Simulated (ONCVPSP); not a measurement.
## Plane-wave convergence, ONCV potential for iridium

ONCVPSP 4.0.1 input, shortened (lines: element, Z, core and valence counts, functional; n l f; lmax; l rc ep ncon nbas qcut; lloc lpopt rc5 dvloc0; l nproj debl; icmod fcfact rcfact), LDA (Perdew-Zunger), scalar-relativistic:

```
  Ir 77.00   10    4        3      upf
    1    0    2.00
    2    0    2.00
    2    1    6.00
    3    0    2.00
    3    1    6.00
    3    2   10.00
    4    0    2.00
    4    1    6.00
    4    2   10.00
    4    3   14.00
    5    0    2.00
    5    1    6.00
    5    2    7.00
    6    0    1.00
    3
    0    1.90    0.00    4    7    7.60
    1    1.40    0.00    3    6   11.50
    2    2.00    0.00    4    9    7.40
    3    1.55    0.18    3    7    6.50
    4    3    1.40    0.00
    0    2    1.50
    1    2    1.10
    2    3    2.70
    3    2    2.80
    3    2.50    1.25
```

In the p channel the program set the typed energies aside and used -2.327, 0.250 Ha.

Task: For each optimised wave give the share of its norm inside rc, the residual kinetic energy above qcut (Ha) and the cutoffs (Ha) for errors of 10, 1, 0.1 and 0.01 mHa per electron.

Result:

```json
{"wave": "5s", "norm inside rc": "0.990", "residual KE": "1.1e-07", "10 mHa": "7.1", "1 mHa": "16.1", "0.1 mHa": "20.2", "0.01 mHa": "23.3"}
{"wave": "6s", "norm inside rc": "0.181", "residual KE": "5.7e-07", "10 mHa": "8.3", "1 mHa": "17.4", "0.1 mHa": "21.9", "0.01 mHa": "25.3"}
{"wave": "5p", "norm inside rc": "0.779", "residual KE": "1.2e-07", "10 mHa": "30.9", "1 mHa": "40.1", "0.1 mHa": "47.2", "0.01 mHa": "53.1"}
{"wave": "p projector 2", "norm inside rc": "0.027", "residual KE": "1.2e-08", "10 mHa": "18.0", "1 mHa": "32.4", "0.1 mHa": "41.8", "0.01 mHa": "49.2"}
{"wave": "5d", "norm inside rc": "0.737", "residual KE": "3.8e-07", "10 mHa": "13.9", "1 mHa": "18.1", "0.1 mHa": "21.4", "0.01 mHa": "24.0"}
{"wave": "d projector 2", "norm inside rc": "0.136", "residual KE": "7.4e-07", "10 mHa": "14.6", "1 mHa": "18.6", "0.1 mHa": "21.9", "0.01 mHa": "24.7"}
{"wave": "d projector 3", "norm inside rc": "0.135", "residual KE": "6.2e-06", "10 mHa": "16.8", "1 mHa": "21.4", "0.1 mHa": "24.4", "0.01 mHa": "27.3"}
{"wave": "f projector 1", "norm inside rc": "0.009", "residual KE": "6.9e-05", "10 mHa": "4.4", "1 mHa": "12.0", "0.1 mHa": "19.9", "0.01 mHa": "82.1"}
{"wave": "f projector 2", "norm inside rc": "0.239", "residual KE": "7.4e-02", "10 mHa": "74.3", "1 mHa": "138.1", "0.1 mHa": "not reached", "0.01 mHa": "not reached"}
```

The occupied waves need 40 Ha and 47 Ha for 1 and 0.1 mHa. Rows with under 1 % of the norm inside rc give no meaningful cutoff. The cutoffs count occupied waves only; projector 2 of the f channel, the hardest unoccupied one, needs 138 Ha at the loose tolerance. Note: ghosts flagged at negative energy: f at -5547.2 eV; GHOST(+) flags only above 600 eV. A true bound ghost makes a file unfit for plane-wave use.
